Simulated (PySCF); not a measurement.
Polarisability and C₆ of V²⁺ (vanadium, charge +2)

[Ar] 3d3, high-spin 4F determinant. All numbers are calculated (PySCF 2.14, the non-relativistic Hamiltonian (point nucleus), in dyall-av2z). Coupled (time-dependent) response in atomic units; α is the mean over directions. A double-zeta set is small for polarisabilities.

```
method  mean α (bohr³)  C₆ (like pair)  S(−4)
   UHF           3.837           11.53  8.135
   PBE           4.817           14.42  18.26
  PBE0           4.444           13.32  13.80
```

S(−4) is the Cauchy moment in α(ω) = α(0) + S(−4) ω² + …

α(iu) at PBE:

```csv
u (hartree),α(iu) (bohr³)
0,4.817
0.0500,4.772
0.100,4.647
0.200,4.253
0.300,3.818
0.500,3.105
0.750,2.487
1.00,2.044
1.50,1.446
2.00,1.071
3.00,0.6505
5.00,0.3123
```

A single London oscillator, α(iu) = α/(1 + u²/ω²), gives C₆ = (3/4) ω α². Matching the computed C₆ needs ω = 4 × 14.42 / (3 × 4.817²) = 0.829 hartree.

For an ion, C₆ is the dispersion term alone; charge-induced terms of lower order in 1/R come first.
